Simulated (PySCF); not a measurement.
Static response to an electric field

Compound: C6H9FO2.
Geometry (GFN2-xTB, Å), atoms numbered from 1 in this order:
```
atom  x, y, z in Å
O1     0.4017   -2.1952    0.1265
C2    -0.0578   -1.1429   -0.2364
C3    -1.5291   -0.8883   -0.4465
C4    -1.9468    0.2978    0.4444
O5    -1.1686    1.4358    0.1843
C6     0.1897    1.2199    0.4493
C7     0.7751    0.1052   -0.4506
C8     2.2439   -0.1543   -0.1423
F9     2.9924    0.9620   -0.4199
H10   -1.7028   -0.6238   -1.4908
H11   -2.1062   -1.7777   -0.1952
H12   -1.8568    0.0037    1.5014
H13   -2.9806    0.5831    0.2412
H14    0.3402    0.9452    1.5051
H15    0.6996    2.1646    0.2517
H16    0.6716    0.4293   -1.4914
H17    2.3926   -0.3882    0.9162
H18    2.6333   -0.9698   -0.7587
```

Level: PBE0/def2-SVPD (PySCF), static field, nuclei fixed, core orbitals frozen in the response. The polarisability tensor in these axes (au):

```
x   84.12 -0.22 -0.46
y   -0.22 78.26  0.17
z   -0.46  0.17 63.75
```

Give the principal values, the mean and the anisotropy Δα = √{½[(α1 − α2)² + (α2 − α3)² + (α1 − α3)²]}.

Principal values 63.74, 78.26 and 84.14 au; mean 75.38 au = 11.17 Å³ = 12.43 × 10⁻⁴⁰ C²·m²/J; Δα = 18.19 au (24 % of the mean).

What is the dipole moment, and where does it point?

(-1.94, 0.26, -0.12) D, 1.97 D in size, pointing from the negative to the positive side. Measured along this direction, the outermost atoms are F9 and H18 at the negative end and H13 at the positive end.

What depolarisation ratio follows for Rayleigh scattering of linearly polarised light, taking the static tensor?

ρ = 3Δα²/(45ᾱ² + 4Δα²) = 992.3/(255700 + 1323.0) = 0.00386.

What would n − 1 = 2πNα be for an ideal gas of these molecules at 500 K and 1 atm, electronic part alone?

N = p/kT = 1.4678 × 10¹⁹ cm⁻³, so n − 1 = 2π × N × 11.17 × 10⁻²⁴ cm³ = 1030 × 10⁻⁶ at long wavelengths, for an ideal gas.

Find the Langevin capture rate constant for O2+ (31.990 u) meeting this molecule (132.059 u), k = 2.342 × 10⁻⁹ cm³/s × √(α in Å³ / reduced mass in u).

The reduced mass is 25.75 u, so k = 1.54 × 10⁻⁹ cm³/s. The formula leaves out the permanent dipole, which adds to the capture rate.

What molar refraction does this α imply?

Lorentz–Lorenz: R = (4π/3)N_A α = 2.5225 cm³/(mol·Å³) × 11.17 Å³ = 28.2 cm³/mol, in the limit of long wavelengths.

One conformer (not necessarily the lowest) at the GFN2-xTB geometry, without solvent, vibrations or thermal averaging.
